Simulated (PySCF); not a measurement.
# MoNF₂: from structure and modes to constants

Method: PySCF, UPBE0, basis Mo def2-TZVP with ECP28, N def2-TZVP, F def2-TZVP (scalar-relativistic core potentials, no spin–orbit coupling, density fitting).

The doublet minimum has C2v symmetry. Masses (u): Mo 97.90541, N 14.00307, F 18.99840.

```xyz
4
charge 0 multiplicity 2, angstrom
Mo   -0.0410    0.0000   -0.0260
N    -1.3998    0.0000   -0.8868
F    -0.3075    0.0000    1.8608
F     1.5511    0.0000   -1.0729
```

Harmonic wavenumbers (cm⁻¹): 126.9 (b1, ×1), 169.0 (a1, ×1), 265.0 (b2, ×1), 628.6 (a1, ×1), 659.7 (b2, ×1), 1192.8 (a1, ×1).

(1) Find the principal moments of inertia and the rotational constants. What kind of rotor is it?

(2) Give the standard entropy (298.15 K, 1 bar) by its translational, rotational, vibrational and spin parts, and Cp.

Results:

(1) About the centre of mass I = 59.271, 114.57, 173.84 u Å². With B = 16.8576/I this gives 0.2844, 0.1471, 0.09697 cm⁻¹. The molecule is an asymmetric top with κ = -0.46.

(2) Sackur–Tetrode with M = 149.91 u gives 171.3; rotation with symmetry number 2 gives 100.9; vibration 32.9; spin R ln 2 = 5.8. The total is 310.9 J/(mol K), and Cp = 4 R + 31.9 = 65.2 J/(mol K).

Other isomers or separated fragments may lie lower. With open d or f shells other occupations or spin states may lie lower.
